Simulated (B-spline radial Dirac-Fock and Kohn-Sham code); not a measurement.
# Elastic scattering of 869 eV electrons by neutral xenon

Calculated with a radial finite-basis atomic code, using relativistic (Dirac) partial waves in the static field of the Dirac-Fock atom with Furness-McCarthy exchange, without polarisation or absorption potentials.

| θ (°) | dσ/dΩ (Å²/sr) | Sherman function |
| --- | --- | --- |
| 5 | 21.4 | 0.000 |
| 10 | 6.28 | 0.000 |
| 15 | 1.94 | -0.001 |
| 20 | 0.871 | -0.003 |
| 25 | 0.463 | -0.006 |
| 30 | 0.273 | -0.005 |
| 35 | 0.183 | 0.001 |
| 40 | 0.135 | 0.011 |
| 45 | 0.106 | 0.023 |
| 50 | 0.0856 | 0.030 |
| 55 | 0.0688 | 0.032 |
| 60 | 0.0540 | 0.024 |
| 65 | 0.0411 | 0.005 |
| 70 | 0.0308 | -0.029 |
| 75 | 0.0242 | -0.070 |
| 80 | 0.0220 | -0.095 |
| 85 | 0.0240 | -0.083 |
| 90 | 0.0289 | -0.050 |
| 95 | 0.0347 | -0.017 |
| 100 | 0.0389 | 0.010 |
| 105 | 0.0394 | 0.034 |
| 110 | 0.0351 | 0.057 |
| 115 | 0.0264 | 0.086 |
| 120 | 0.0154 | 0.132 |
| 125 | 0.00550 | 0.246 |
| 130 | 0.000644 | 0.415 |
| 135 | 0.00480 | -0.221 |
| 140 | 0.0209 | -0.117 |
| 145 | 0.0500 | -0.074 |
| 150 | 0.0912 | -0.051 |
| 155 | 0.141 | -0.036 |
| 160 | 0.195 | -0.026 |
| 165 | 0.246 | -0.018 |
| 170 | 0.288 | -0.011 |
| 175 | 0.316 | -0.005 |

The total elastic cross section is 3.02 Å², the first transport cross section 0.704 Å² and the second, weighted with (3/2) sin²θ, 0.639 Å². The mean deflection is ⟨1 − cos θ⟩ = 0.233, and 10 % of the collisions scatter beyond 90°.

On this grid of angles the cross section has minima near 80°, 130°, from interference among the few low partial waves with large phase shifts.
